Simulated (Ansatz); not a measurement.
`C1=Cc2cc3cc4cccc4ccc3c2=C1`, relaxed as a singlet with RKS PBE-D4/def2-SVP in Ansatz, starting from the GFN2-xTB geometry. Force threshold 0.03 eV/Å.

The restricted singlet is unstable towards broken spin symmetry in Hartree–Fock (as tested in another run); at PBE-D4/def2-SVP this wasn't settled.

Start:

```csv
atom,x (Å),y (Å),z (Å)
C1,3.113,2.954,1.219
C2,2.332,2.581,2.269
C3,1.373,1.635,1.764
C4,0.325,0.841,2.106
C5,-0.140,0.134,0.929
C6,-1.194,-0.747,0.953
C7,-1.719,-1.479,-0.111
C8,-2.790,-2.361,-0.030
C9,-3.032,-2.912,-1.301
C10,-2.127,-2.392,-2.197
C11,-1.274,-1.485,-1.514
C12,-0.252,-0.777,-2.098
C13,0.633,0.132,-1.507
C14,0.686,0.529,-0.192
C15,1.636,1.475,0.344
C16,2.691,2.273,0.015
H17,3.931,3.651,1.252
H18,2.409,2.920,3.285
H19,-0.124,0.720,3.077
H20,-1.680,-0.896,1.911
H21,-3.344,-2.585,0.864
H22,-3.805,-3.625,-1.525
H23,-2.062,-2.623,-3.244
H24,-0.111,-0.945,-3.161
H25,1.369,0.579,-2.164
H26,3.156,2.403,-0.945
```

```json
{"step": "1", "energy (eV)": "-16720.4019", "largest force component (eV/Å)": "0.877", "SCF passes": "27"}
{"step": "2", "energy (eV)": "-16720.6306", "largest force component (eV/Å)": "0.309", "SCF passes": "26"}
{"step": "3", "energy (eV)": "-16720.6511", "largest force component (eV/Å)": "0.082", "SCF passes": "27"}
{"step": "4", "energy (eV)": "-16720.6515", "largest force component (eV/Å)": "0.045", "SCF passes": "27"}
{"step": "5", "energy (eV)": "-16720.6517", "largest force component (eV/Å)": "0.012", "SCF passes": "27"}
```

Force components are those of the run's own axes.

End:

Cartesian coordinates in Å:
```
C 3.160 2.998 1.235
C 2.358 2.612 2.303
C 1.399 1.662 1.778
C 0.331 0.853 2.120
C -0.139 0.137 0.939
C -1.206 -0.759 0.955
C -1.745 -1.503 -0.115
C -2.832 -2.398 -0.030
C -3.079 -2.954 -1.319
C -2.158 -2.423 -2.228
C -1.300 -1.510 -1.530
C -0.260 -0.789 -2.112
C 0.640 0.130 -1.522
C 0.706 0.544 -0.192
C 1.659 1.496 0.355
C 2.732 2.311 0.019
H 3.993 3.713 1.283
H 2.439 2.961 3.341
H -0.126 0.735 3.114
H -1.696 -0.909 1.933
H -3.392 -2.622 0.889
H -3.866 -3.683 -1.555
H -2.085 -2.652 -3.300
H -0.117 -0.961 -3.194
H 1.385 0.576 -2.200
H 3.199 2.438 -0.968
```

By distances, no bond broke or formed. The bond that changes most is C1–C2, from 1.36 to 1.39 Å (atoms count from 1).

No frequencies were taken in this run, so the end may be a saddle point.

It took 22 s on 4 threads of Arm Neoverse V2 on a shared host.
